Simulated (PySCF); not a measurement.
Species: C₅H₉NSSi₂.
SMILES with atom numbers: `[SH:1][SiH2:2][SiH2:3][c:4]1[cH:5][cH:6][n:7][cH:8][cH:9]1`

Cartesian coordinates in Å at the GFN2-xTB level; atoms count from 1:
```xyz
18
C5H9NSSi2 angstrom
S      4.5284   -0.4224    0.1552
Si     2.4135   -0.4259    0.5982
Si     1.2111    0.3998   -1.2064
C     -0.6195    0.2709   -0.7628
C     -1.3452   -0.8941   -0.9945
C     -2.6785   -0.9509   -0.6239
N     -3.3159    0.0545   -0.0486
C     -2.6358    1.1654    0.1781
C     -1.3006    1.3218   -0.1557
H      4.4688   -1.1615   -0.9422
H      2.3929    0.3901    1.8068
H      2.0952   -1.8050    0.9777
H      1.4181   -0.3748   -2.4409
H      1.4939    1.8058   -1.5210
H     -0.8763   -1.7458   -1.4652
H     -3.2703   -1.8418   -0.7935
H     -3.1928    1.9656    0.6491
H     -0.7955    2.2546    0.0483
```

Probes without a nucleus sit at each ring's centroid and 1 Å off its mean plane on both sides; NICS is minus the shielding there, NICSzz its component along the normal. Level: GIAO PBE0/pcSseg-1 (PySCF, non-relativistic, gas phase) on the GFN2-xTB geometry, one conformer.

Ring bond lengths (Å), with Mayer bond orders in brackets: C4–C5 1.392 (1.39), C5–C6 1.385 (1.40), C6–N7 1.322 (1.48), N7–C8 1.322 (1.48), C8–C9 1.385 (1.40), C9–C4 1.392 (1.40).

Question: Give the NICS values of each ring in ppm.

Answer: 
| ring | type | NICS(0) | NICS(1), two faces | NICS(1)zz, two faces | rms pucker (Å) | centre to ring atoms, mean (Å) |
| --- | --- | --- | --- | --- | --- | --- |
| C4–C5–C6–N7–C8–C9 | 6-membered ring with N; formal bonds all aromatic | -6.7 | -11.2 / -11.2 | -28.0 / -28.4 | 0.00 | 1.37 |

Question: What do they say, and how far can they be read as aromaticity?

Answer: 
- C4–C5–C6–N7–C8–C9: mean NICS(1)zz -28.2 ppm, shielded. The ring is flat and has no four-coordinate atom; by the NICS criterion it is aromatic.

Question: And the bond-length index? HOMA takes Krygowski's 1993 parameters.

Answer: 
- C4–C5–C6–N7–C8–C9: HOMA 0.99; the largest term is that of N7–C8, α(R − Ropt)² = 0.01. The geometric and the magnetic index point the same way.

On one thread, Arm Neoverse N1 (aarch64), no GPU (shared host), this took 98 s wall (grids of density and orbitals included) and 1.1 GiB of memory at its peak. This is the whole shielding run at PBE0/pcSseg-1, SCF included.
